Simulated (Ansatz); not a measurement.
## Ansatz (development build ahead of 0.2.0) run

```yaml
crystal:
  periodic: [false, false, false]
  atoms:
    - { symbol: H, position_ang: [-0.00925, -0.00115, -0.55426] }
    - { symbol: H, position_ang: [-0.00578, 0.0047, 0.54396] }
basis:
  gaussian: { orbitals: def2-TZVP }
total_charge: 1
magnetization:
  spin_polarized: true
  initial_magnetization: 1
hamiltonian:
  xc: hf
```

The input is written out in the form of the current development build from the run's settings.

Output:

```yaml
Converged: yes
Total_energy: -0.60052 hartree
Spin_squared_of_the_determinant: 0.750
```

Caution: the charge can sit on one fragment and break the point group.
